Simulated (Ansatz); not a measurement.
Ansatz (an electronic-structure program) input:
A basis named .json is the Basis Set Exchange file of that set.

Ansatz 0.2 input:
```yaml
crystal:
  periodic: [false, false, false]
  atoms:
    - {symbol: C, position_ang: [1.57976816, -1.13509199, 0.27440543]}
    - {symbol: Si, position_ang: [0.18936376, 0.09154663, 0.56917434]}
    - {symbol: C, position_ang: [-1.36578974, -0.75507115, 1.19326675]}
    - {symbol: Cl, position_ang: [-0.26291637, 1.00146768, -1.25700577]}
    - {symbol: H, position_ang: [1.25893470, -1.89451382, -0.44471600]}
    - {symbol: H, position_ang: [2.46616392, -0.63969915, -0.12161698]}
    - {symbol: H, position_ang: [1.84833462, -1.63316853, 1.20840902]}
    - {symbol: H, position_ang: [-2.17788252, -0.04054800, 1.32708469]}
    - {symbol: H, position_ang: [-1.68926578, -1.51415206, 0.47496967]}
    - {symbol: H, position_ang: [-1.17166975, -1.24354299, 2.15049378]}
basis:
  gaussian:
    orbitals: aug-cc-pV_D+d_Z.json
magnetization: {spin_polarized: true, initial_magnetization: 1}
correlation: {method: ccsd_t, electrons: outside_noble_gas}
output: {forces: true}
```

### Question
What final total energy does it print?

### Answer
-828.33357 Eh (CCSD(T)/aug-cc-pV(D+d)Z). The basis has 164 functions.

It need not be the lowest isomer of its formula.
